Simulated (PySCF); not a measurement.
## Nonlinear optical response: SMILES CCCCC(Cl)Cl, C₅H₁₀Cl₂

Geometry:
```
atom   x (Å)   y (Å)   z (Å)
  C1  -2.871   0.422   0.412
  C2  -1.623  -0.164  -0.227
  C3  -0.333   0.344   0.403
  C4   0.910  -0.241  -0.250
  C5   2.208   0.225   0.370
 Cl6   3.592  -0.633  -0.355
 Cl7   2.421   1.990   0.197
  H8  -3.787   0.043  -0.066
  H9  -2.927   0.172   1.483
 H10  -2.882   1.521   0.330
 H11  -1.653  -1.266  -0.162
 H12  -1.612   0.070  -1.306
 H13  -0.295   1.444   0.336
 H14  -0.332   0.103   1.482
 H15   0.898  -1.341  -0.173
 H16   0.938   0.001  -1.325
 H17   2.249   0.021   1.448
```

Level of theory: quadratic response CAM-B3LYP/aug-cc-pVDZ first hyperpolarisability, Taylor convention, gas phase (PySCF). Geometry: PBE0-D3(BJ)/def2-SVP.

(1) What is the first hyperpolarisability, and how does it disperse?

(2) Which lowest excitations, dipole and polarisabilities go with it?

Results:

(1) In au, Taylor convention; the vector part is βᵢ = ⅓ Σⱼ (βᵢⱼⱼ + βⱼᵢⱼ + βⱼⱼᵢ); β∥ is 3/5 of the vector part along the dipole, the dipole points from − to +:
| process | λ (nm) | β vector norm | β∥ | β HRS | depolarisation ratio |
| --- | --- | --- | --- | --- | --- |
| static β(0;0,0) | ∞ | 40.2 | 17.9 | 21.0 | 2.96 |
| second harmonic β(−2ω;ω,ω) | 1907 | 42.1 | 18.8 | 21.8 | 3.00 |
| Pockels β(−ω;ω,0) | 1907 | 40.9 | 18.1 | – | – |
| second harmonic β(−2ω;ω,ω) | 1064 | 46.7 | 21.0 | 23.8 | 3.08 |
| Pockels β(−ω;ω,0) | 1064 | 42.3 | 18.8 | – | – |

(2) S1 7.03 eV (f = 0.001); S2 7.08 eV (f = 0.016); S3 7.39 eV (f = 0.001); dipole 2.41 D; isotropic α 91.7 au static, 91.9 au at 1907 nm, 92.4 au at 1064 nm, 92.6 au at 953.5 nm, 94.4 au at 532 nm.
